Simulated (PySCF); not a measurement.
# Constants of CdO, step by step

State: ³Π, triplet, unpaired electrons σ ↑, π ↑. De refers to Cd + O. ROHF-based CCSD(T) in PySCF 2.14 with Cd aug-cc-pVDZ-PP with ECP28, O aug-cc-pVDZ and Cd aug-cc-pVTZ-PP with ECP28, O aug-cc-pVTZ (frozen core orbitals: 5; scalar-relativistic core potentials). Correlation energies are extrapolated as n⁻³ (n = 2, 3), Hartree–Fock as (n+1)·exp(−9√n).

```json
{"Level": "CCSD(T)/DZ", "Re (Å)": "2.1018", "ωe (cm⁻¹)": "433.5", "ωexe (cm⁻¹)": "5.26", "αe (cm⁻¹)": "0.00316", "De (eV)": "0.680"}
{"Level": "CCSD(T)/TZ", "Re (Å)": "2.0784", "ωe (cm⁻¹)": "454.7", "ωexe (cm⁻¹)": "4.78", "αe (cm⁻¹)": "0.00297", "De (eV)": "0.812"}
{"Level": "HF/CBS", "Re (Å)": "2.0552", "ωe (cm⁻¹)": "532.9", "ωexe (cm⁻¹)": "2.71", "αe (cm⁻¹)": "0.00205", "De (eV)": "-0.039"}
{"Level": "MP2/CBS", "Re (Å)": "2.0409", "ωe (cm⁻¹)": "508.3", "ωexe (cm⁻¹)": "n/a", "αe (cm⁻¹)": "0.00232", "De (eV)": "0.803"}
{"Level": "CCSD/CBS", "Re (Å)": "2.0626", "ωe (cm⁻¹)": "481.4", "ωexe (cm⁻¹)": "n/a", "αe (cm⁻¹)": "0.00266", "De (eV)": "0.774"}
{"Level": "CCSD(T)/CBS", "Re (Å)": "2.0718", "ωe (cm⁻¹)": "462.1", "ωexe (cm⁻¹)": "4.63", "αe (cm⁻¹)": "0.00290", "De (eV)": "0.872"}
```

Problem. How much is left between CCSD(T)/TZ and the basis-set limit, and how much do the triples give at the limit?

Solution. CCSD(T)/CBS less CCSD(T)/TZ: -6.6 mÅ in Re, +7.4 cm⁻¹ in ωe and +0.060 eV in De. CCSD(T)/CBS less CCSD/CBS: +9.2 mÅ in Re, -19.3 cm⁻¹ in ωe and +0.098 eV in De.

The T1 diagnostic is 0.041, large enough to doubt a single reference. The state was picked by a PBE0 search and need not be the measured ground state. Spin–orbit coupling, excitations beyond (T) and corrections to the Born–Oppenheimer picture are left out.

The whole job (state search and all basis sets along the bond) took about 30 min on 4 threads of Arm Neoverse V1 (shared host), peak memory 14 GiB.
